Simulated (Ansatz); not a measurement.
Isolated molecules relaxed with PBE0-D4/def2-TZVP in Ansatz; ΔE leaves out vibrations. CCSD(T)/CBS is the MP2 limit (def2-TZVPP, def2-QZVPP) plus CCSD(T) − MP2 in def2-TZVPP, frozen cores. This one scheme is used for every species. DFT in def2-TZVPP. B3LYP here is the variant with VWN-RPA as its local correlation; programs differ in this. Elements past krypton have def2 core potentials. For Br, In outer-core shells are correlated without core-valence functions, which leaves a few kJ/mol of doubt a bond. Scalar relativity is left out up to krypton. One conformer a species, not always the lowest.

Consider the hydrogenolysis of the In–Br bond: `C[O][InH][Br]` + H₂ → `C[O][InH2]` + HBr.

`C[O][InH][Br]`:

Cartesian coordinates in Å:
```
C -0.332 1.166 0.530
O 0.809 0.383 0.286
In 0.789 -1.380 -0.579
Br -1.513 -2.043 -1.187
H -1.264 0.701 0.185
H -0.428 1.354 1.606
H -0.230 2.133 0.025
H 2.169 -2.314 -0.866
```

H₂:

Z-matrix (Å, degrees):
```
H
H 1 0.746
```

`C[O][InH2]`:

```xyz
8

C     0.502   -0.820    0.857
O     0.217    0.523    0.598
In   -0.645    1.167   -1.073
H     1.578   -0.957    1.028
H     0.210   -1.501    0.043
H    -0.020   -1.154    1.764
H    -0.994   -0.116   -2.154
H    -0.847    2.857   -1.063
```

HBr:

Z-matrix (Å, degrees):
```
Br
H 1 1.420
```

| level | ΔE (kcal/mol) | difference from CCSD(T)/CBS |
| --- | --- | --- |
| BLYP-D4 | 29.0 | -1.8 |
| B3LYP-D4 | 29.2 | -1.6 |
| BHLYP-D4 | 30.4 | -0.4 |
| ωB97X-V | 28.9 | -1.9 |
| ωB97M-V | 28.8 | -2.0 |
| BLYP | 27.3 | -3.5 |
| r2SCAN | 30.1 | -0.7 |
| MP2/def2-SVP | 30.2 | -0.6 |
| CCSD/def2-SVP | 27.1 | -3.7 |
| MP2/def2-QZVPP | 32.4 | 1.6 |
| CCSD(T)/CBS | 30.8 | 0 |

Largest T1 diagnostic among the species: 0.017.

Leaving LDA and LC-ωPBE aside and taking each functional with its dispersion term where it has one, the values, not all of them listed here, spread over 3.5 kcal/mol, from B97M-V to BHLYP-D4. LDA lies −1.6 kcal/mol from PBE without D4. At CCSD(T), def2-SVP lies −3.4 kcal/mol from the extrapolated value and def2-TZVPP −2.3 kcal/mol. From BLYP to BHLYP (50 % exact exchange), in def2-TZVPP and without D4, ΔE moves by +1.2 kcal/mol.
